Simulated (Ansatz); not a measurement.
Start from `C=COB(O)Cl` and change one atom or group to get `C=COB(O)O`.

Ansatz, PBE0-D4/def2-TZVP geometries, multiplicity 1. Each molecule was computed in one conformer, which needn't be the lowest.

| property | `C=COB(O)Cl` |
| --- | --- |
| HOMO–LUMO gap (PBE0/def2-TZVPP) / eV | 7.37 |
| LUMO energy (ωB97M-V/def2-TZVPP) / eV | 2.01 |
| LUMO energy (PBE/def2-TZVPP) / eV | -0.99 |
| HOMO energy (ωB97M-V/def2-TZVPP) / eV | -9.56 |
| HOMO–LUMO gap (ωB97M-V/def2-TZVPP) / eV | 11.57 |
| HOMO energy (PBE/def2-TZVPP) / eV | -6.16 |

**Question.** Give the same properties after the change, and the shifts. (Estimate.)

**Answer.** The calculation gave: 
```
                               property  `C=COB(O)O`  shift
   HOMO–LUMO gap (PBE0/def2-TZVPP) / eV         7.56   0.19
  LUMO energy (ωB97M-V/def2-TZVPP) / eV         2.00  -0.01
      LUMO energy (PBE/def2-TZVPP) / eV        -0.47   0.52
  HOMO energy (ωB97M-V/def2-TZVPP) / eV        -9.25   0.31
HOMO–LUMO gap (ωB97M-V/def2-TZVPP) / eV        11.25  -0.32
      HOMO energy (PBE/def2-TZVPP) / eV        -5.80   0.36
```

With PBE0 the HOMO rises by 0.33 eV and the LUMO rises by 0.52 eV, so the gap widens by about 0.19 eV. PBE moves the HOMO by 0.36 eV and ωB97M-V by 0.31 eV.
